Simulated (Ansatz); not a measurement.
Sn3⁻. The state is a doublet with charge -1. Geometry r2SCAN-D4/def2-SVPD.

Cartesian coordinates in Å:
```
Sn 1.095 0.638 1.733
Sn -0.242 -1.377 -1.629
Sn -0.853 0.739 -0.103
```

In the def2 sets Sn takes a core potential; there is no spin–orbit coupling. HSE06 is defined as in plane-wave codes, on full-range PBE exchange. At PBE-D4/def2-TZVPD, r2SCAN-D4/def2-TZVPD, HSE06-D4/def2-TZVPD the highest occupied level of the charge -1 doublet lies above zero (up to 0.48 eV). It is a level of α spin, whose loss leaves a singlet; that state wasn't run at this geometry and level. The electron is either unbound and held by the finite basis, or the level is raised by self-interaction error. At r2SCAN-D4/def2-TZVPD, PBE0-D4/def2-TZVPD, HSE06-D4/def2-TZVPD the charge -1 doublet is spin-contaminated (final ⟨S²⟩ up to 0.89, 0.75 for a pure state). Another isomer (doublet) lies 0.86 eV lower at PBE0-D4/def2-TZVPD; other spin states weren't run for this one.

Question: Estimate the α-spin orbital energies around the gap (eV) in Ansatz with PBE-D4/def2-TZVPD, r2SCAN-D4/def2-TZVPD, PBE0-D4/def2-TZVPD, HSE06-D4/def2-TZVPD.

Answer: 
```tsv
orbital	PBE-D4/def2-TZVPD	r2SCAN-D4/def2-TZVPD	PBE0-D4/def2-TZVPD	HSE06-D4/def2-TZVPD
HOMO−9	-20.33	-21.00	-23.06	-22.66
HOMO−8	-20.30	-20.97	-23.02	-22.63
HOMO−7	-20.27	-20.95	-22.99	-22.60
HOMO−6	-7.95	-8.38	-9.45	-9.03
HOMO−5	-6.34	-6.77	-7.67	-7.26
HOMO−4	-4.39	-4.58	-5.31	-4.93
HOMO−3	-0.77	-0.93	-1.46	-1.12
HOMO−2	-0.77	-0.91	-1.42	-1.05
HOMO−1	-0.60	-0.83	-1.38	-1.03
HOMO	0.48	0.17	-0.32	0.04
LUMO	0.67	0.68	1.19	0.84
LUMO+1	1.00	1.00	1.49	1.16
LUMO+2	2.01	2.20	2.59	2.24
LUMO+3	2.73	3.25	3.15	2.87
LUMO+4	2.84	3.38	3.25	2.96
LUMO+5	3.13	3.59	3.59	3.27
β HOMO	-0.33	-0.51	-0.96	-0.60
β LUMO	0.79	0.85	1.34	0.99
```
